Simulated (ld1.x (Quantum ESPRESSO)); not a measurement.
## What one change does to a pseudopotential (Bi (Z = 83), TM)

```json
{
 "Element": "Bi",
 "Generator": "ld1.x (Quantum ESPRESSO) 7.5",
 "Type": "norm-conserving Troullier–Martins (Kleinman–Bylander form)",
 "Functional": "revPBE",
 "Relativity": "fully relativistic",
 "Frozen core": "[Xe] 4f14 5d10",
 "Valence charge": "5",
 "Reference configuration": "6s2 6p3",
 "Partial waves": "6s (bound): rc 1.85 bohr; 6p (bound): rc 1.80 bohr",
 "Local potential": "all-electron potential smoothed inside 1.50 bohr (lloc = -1)",
 "Core correction": "none"
}
```

Open shells are filled in proportion to 2j + 1 (rel_dist='average').

Change: local potential the p channel.

Cutoffs: the cutoffs (Ry, on a coarse ladder) from which the occupation-weighted sum of valence levels, in a spherical-Bessel basis at the reference potential, stays within 10 and 1 mRy of its value at 400 Ry; they do not see the model core or the augmentation charge, which bear on the density cutoff. Errors are all-electron minus pseudo energies relative to the spin-unpolarised reference configuration.

Predict the effect on cutoff, ghosts and configuration errors.

The potential gets softer (40 Ry and 90 Ry → 35 Ry and 80 Ry); the bound ghosts move from d, p, s to s; the miss of the reference levels goes from 0.00 to 1.58 eV; of the 7 tests that both files solve, the error grows in 7 and shrinks in 0 by more than 15 % and 0.3 meV (median size 23.0 → 361.6 meV); the range in which the s phases agree widens (upper end 3.5 → at the end of the scan). In the separable form a ghost depends on how the local part lies against the semilocal potential of the channel, so the choice of the local part can create or remove one. In the changed file the local p channel has no projectors, so it cannot carry the spin–orbit splitting, and the file is wrong for that shell.

```csv
quantity,base,changed
"cutoff, loose",40 Ry,35 Ry
"cutoff, tight",90 Ry,80 Ry
loose cutoff by channel (10 mRy a level),"s 18 Ry, p 35 Ry","s 21 Ry, p 30 Ry"
bound ghosts,"s, p3/2, d, p1/2",s
"largest miss of a reference level, eV",0.00,1.58
"error for 6s2 6p2, meV [ΔE 7.99 eV]",-6.8,+362
"error for 6s2 6p1, meV [ΔE 23.31 eV]",-23,+870
"error for 6s2 6p0, meV [ΔE 46.74 eV]",+40,+1619
"error for 6s2 6p2.5, meV [ΔE 3.13 eV]",-1.4,+164
"error for 6s0 6p5, meV [ΔE 20.00 eV]",+144,-417
"error for 6s1 6p3, meV [ΔE 18.58 eV]",-19,+49
"error for 6s1 6p4, meV [ΔE 9.85 eV]",+24,-277
s: phases at 1.99 bohr within 0.05 rad from the reference energy up to (Ry; the scan ends near 5),3.5,to the end of the scan
p1/2: phases at 1.99 bohr within 0.05 rad from the reference energy up to (Ry; the scan ends near 5),to the end of the scan,n/a
p3/2: phases at 1.99 bohr within 0.05 rad from the reference energy up to (Ry; the scan ends near 5),0.7,n/a
```

Changed file: These tests converged, but a pseudo level misses the all-electron one widely, so the file describes the atom poorly there or has found another state: 6s2 6p1: 6p by 2.4 eV; 6s2 6p0: empty 6p by 3.0 eV; 6s0 6p5: 6p by 1.7 eV; 6s1 6p4: 6p by 1.7 eV. A true bound ghost makes a file unfit for plane-wave use even where its test errors are small: the radial tests pick states by their node count and pass the ghost by.
